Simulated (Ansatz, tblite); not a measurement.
Forces on ZrGe₁₀ at its r2SCAN-D4/def2-SVP geometry. Total charge 0; singlet.

In the def2 sets Zr takes a core potential; there is no spin–orbit coupling. The xTB rows come from tblite. Single mean-field runs in def2-TZVP are fitted with def2-universal-jkfit. No other spin state of charge 0 was run. Another isomer (singlet) lies 0.93 eV lower at PBE0-D4/def2-TZVP; other spin states weren't run for this one.

GFN2-xTB (tblite), largest force 3.09 eV/Å:

```xyz
11
positions Å, forces eV/Å
Zr   -0.726   -0.592    1.249    0.769    1.341   -2.678
Ge    0.453    2.569   -1.721   -0.439   -0.629    0.155
Ge   -2.806    1.366    1.667    0.061   -1.006    0.457
Ge   -1.062    2.135    0.289    0.710   -0.514   -0.306
Ge    0.848   -2.849    0.802    0.296    0.122    0.077
Ge   -2.914   -0.162   -0.345    0.024    0.272    0.424
Ge    1.971   -0.743    1.759   -0.062    0.066    0.116
Ge    0.697   -1.476   -1.247   -0.092   -0.797    0.262
Ge    3.109   -1.366   -0.485   -1.126    0.131    0.844
Ge   -0.899    0.300   -1.811    0.463    0.996    0.772
Ge    1.330    0.817   -0.158   -0.606    0.019   -0.124
```

PBE-D4/def2-TZVP (Ansatz), largest force 0.32 eV/Å:

```
Zr -0.040 -0.018 0.111
Ge 0.059 0.187 -0.164
Ge -0.201 -0.014 0.246
Ge 0.122 0.142 -0.033
Ge -0.047 -0.220 0.102
Ge -0.154 -0.096 -0.067
Ge 0.033 0.058 0.186
Ge -0.019 -0.091 -0.164
Ge 0.231 -0.033 -0.083
Ge -0.069 0.037 -0.161
Ge 0.086 0.048 0.027
```
